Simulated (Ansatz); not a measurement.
Basis-set extrapolation for `C=C[Si](N)(F)OC` (PBE0-D4/def2-TZVP geometry, frozen core, Ansatz 0.2.0). Multiplicity 1, RHF reference.

|  | def2-TZVPP | def2-QZVPP |
| --- | --- | --- |
| HF | -636.250850 | -636.277091 |
| MP2 correlation | -1.306231 | -1.406731 |
| CCSD(T) correlation | -1.402042 | not run |

Energies in hartree. Use E(X) = E(∞) + A·exp(−7.88·√X) for Hartree–Fock and E(X) = E(∞) + B·X^(−2.97) for correlation, with X = 3 and 4, and add CCSD(T) minus MP2 of the smaller set to the MP2 limit.

Question: What is the CCSD(T) energy at the basis-set limit?

Answer: HF limit: -636.277091 + (-0.026241) × 0.13774 = -636.28071. MP2 limit: -1.406731 + (-0.100500) × 0.74074 = -1.48118. Higher-order term: -1.402042 − (-1.306231) = -0.09581. Total: -637.85770 hartree, 5.57 eV below CCSD(T)/def2-TZVPP.
